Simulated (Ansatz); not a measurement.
Reactions of C₃H₅F₃O, SMILES `CC(F)OC(F)F`.

Computed with Ansatz on PBE0-D4/def2-TZVP structures; ΔE is electronic, products minus reactants. CCSD(T)/CBS is the MP2 limit (def2-TZVPP, def2-QZVPP) plus CCSD(T) − MP2 in def2-TZVPP, frozen cores. This one scheme is used for every species. One conformer a species, not always the lowest.

**Question.** Order these by ΔE at CCSD(T)/CBS, lowest first. (Best estimate.)
A. `CC(F)OC(F)F` + `S[SiH]1CO1` → `C[Si]1(S)CO1` + `FCOC(F)F`
B. `CC(F)OC(F)F` + `[NH2][Al]([NH2])[OH]` → `C[NH][Al]([NH2])[OH]` + `FCOC(F)F`
C. `CC(F)OC(F)F` + `OCF` → `FCOC(F)F` + `CC(O)F`

**Answer.** A (-7.0 kcal/mol), C (+0.5 kcal/mol), B (+17.8 kcal/mol).

Largest T1 diagnostic: 0.013, for `S[SiH]1CO1`.
